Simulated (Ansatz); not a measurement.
Abridged output of a molecular run in Ansatz:

```
Functional definition: HF
1157 factors; integrals over basis functions are off by at most 1.2e-3 eV
mean field evaluation 1: about -69165.6112 eV, gradient 3.3e1 eV
mean field evaluation 2: about -69165.6607 eV, gradient 3.2e1 eV
mean field evaluation 4: about -69168.5783 eV, gradient 3.3e0 eV
mean field evaluation 8: about -69168.6181 eV, gradient 1.4e-4 eV
mean field -69168.61805062 eV, -2541.8998291871 hartree, gradient 7.6e-7 eV, S^2 0.000000; 0 other end points of the search recorded, 0 dependent functions left out
17 core orbitals not correlated: weight in the atoms' cores, before any rotation towards them, 1.000 or more for the frozen orbitals, at most 0.000 for the correlated occupied ones
reference -69168.61805062 eV, -2541.8998291871 hartree; 19, 19 occupied and 81, 81 virtual orbitals, 1157 factors
second order -20.63105472 eV of doubles, -0.00000000 eV of singles
cycle   1  -20.71421225 eV  change   -8.3e-2 eV  update   1.2e-1
cycle   2  -21.41033190 eV  change   -7.0e-1 eV  update   3.6e-2
cycle   3  -21.54535805 eV  change   -1.4e-1 eV  update   1.7e-2
cycle   4  -21.54419209 eV  change    1.2e-3 eV  update   4.8e-3
cycle   5  -21.54684727 eV  change   -2.7e-3 eV  update   2.0e-3
cycle   6  -21.54761938 eV  change   -7.7e-4 eV  update   5.6e-4
cycle   7  -21.54773719 eV  change   -1.2e-4 eV  update   2.0e-4
cycle   8  -21.54784476 eV  change   -1.1e-4 eV  update   5.8e-5
cycle   9  -21.54788004 eV  change   -3.5e-5 eV  update   2.1e-5
perturbative correction -0.67142551 eV, -0.0246744322 hartree
Total energy: -69190.83735617 eV, -2542.7163736052 hartree
```

Its atoms:

```xyz
10

F     1.235    3.053   -0.561
Si    0.436    2.330    0.617
C     0.116    0.603    0.152
C    -0.111   -0.554   -0.133
Ge   -0.460   -2.369   -0.594
H     1.273    2.375    1.835
H    -0.844    3.044    0.809
H    -0.708   -3.151    0.700
H     0.763   -2.921   -1.332
H    -1.699   -2.410   -1.494
```

(1) Which basis set was used?
A. def2-QZVPP
B. def2-TZVPP
C. def2-SVP
D. cc-pV(T+d)Z

(2) Write the keys of the input that set method, charge and spin (a neutral closed shell needs none for the last two).

## Answers

(1) C. It gives 117 functions.

(2) 
```yaml
correlation: {method: ccsd_t}
```
